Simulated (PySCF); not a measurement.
## PbF⁺ from Hartree–Fock to correlated methods

State: ¹Σ⁺ (singlet), closed shell. Set-up: basis Pb def2-SVPD with ECP60, F def2-SVPD; scalar-relativistic core potentials; PySCF 2.14. De refers to Pb⁺ + F in their high-spin ground configurations, without counterpoise correction. A positive dipole points towards F; it is taken about the centre of mass and depends on that origin.

| Level | Re (Å) | ωe (cm⁻¹) | De (eV) | μ (D) | CPU s a point (SCF and correlation, without the integrals) |
| --- | --- | --- | --- | --- | --- |
| RHF | 1.991 | 638 | n/a | -4.37 | 0.1 |
| RHF-MP2 | 2.015 | 612 | n/a | n/a | 0.16 |
| RHF-SCS-MP2 | 2.016 | 610 | n/a | n/a | n/a |
| RHF-CCSD | 2.011 | 617 | n/a | n/a | n/a |
| RHF-CCSD(T) | 2.018 | 607 | n/a | n/a | 2.1 |
| PBE | 2.037 | 582 | n/a | -3.65 | 0.55 |
| revPBE | 2.046 | 572 | n/a | -3.71 | 0.46 |
| BP86 | 2.035 | 584 | n/a | -3.61 | 0.43 |
| r²SCAN | 2.014 | 608 | n/a | -3.70 | 0.72 |
| PBE0 | 2.011 | 612 | n/a | -3.90 | 1.2 |
| HSE06 | 2.012 | 611 | n/a | -3.89 | 0.95 |
| M06-2X | 2.009 | 619 | n/a | -4.21 | 0.88 |

The bond length runs from 1.991 Å (RHF) to 2.046 Å (revPBE).

Correlated steps freeze 5 core orbitals. These are scalar-relativistic numbers at best; spin–orbit coupling would shift them, the dissociation energy most.

The whole job (state search and all levels along the bond) took about 1.7 min on 1 thread of Oxide Virtual Turin-like (shared host), peak memory 0.68 GiB.
